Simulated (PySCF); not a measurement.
Atom-mapped SMILES (the numbers label the heavy atoms): `[F:1][C:2]([F:3])([F:4])[CH2:5][c:6]1[cH:7][cH:8][o:9][cH:10]1` (H(Xn): hydrogen on atom n).

GIAO PBE0/pcSseg-1 shifts (PySCF 2.14, gas phase, non-relativistic, equivalent atoms averaged), each against references optimised in the same way as the molecule (CFCl3, TMS, H2O).

On the GFN2-xTB geometry: F1/F3/F4 -84.2, C8 148.0, C10 147.6, C2 134.6, C6 122.5, C7 120.2, C5 35.3, O9 304.6, H(C10) 7.60, H(C8) 7.55, H(C7) 6.74, H(C5) 3.26 ppm.

What changes on the PBE0-D3(BJ)/def2-SVP geometry?

Results:


```
   atoms  δ (ppm)  change
F1/F3/F4    -81.2    +3.0
      C8    147.7    -0.3
     C10    145.8    -1.8
      C2    130.6    -4.0
      C6    120.5    -2.0
      C7    117.9    -2.3
      C5     33.1    -2.2
      O9    304.6    +0.0
  H(C10)     7.36   -0.24
   H(C8)     7.42   -0.13
   H(C7)     6.72   -0.02
   H(C5)     2.95   -0.31
```

Unscaled 19F shifts against computed CFCl3 carry errors that often reach 10 to 50 ppm.

Bonds between heavy atoms that differ most (equivalent bonds averaged): C6–C7 1.421 → 1.435 Å, C2–C5 1.520 → 1.512 Å, O9–C10 1.339 → 1.345 Å, C8–O9 1.342 → 1.348 Å, F1–C2 1.342 → 1.336 Å. Mean change of bonds to hydrogen: C–H +0.013 Å. The two structures also differ in conformation, which adds to the changes.
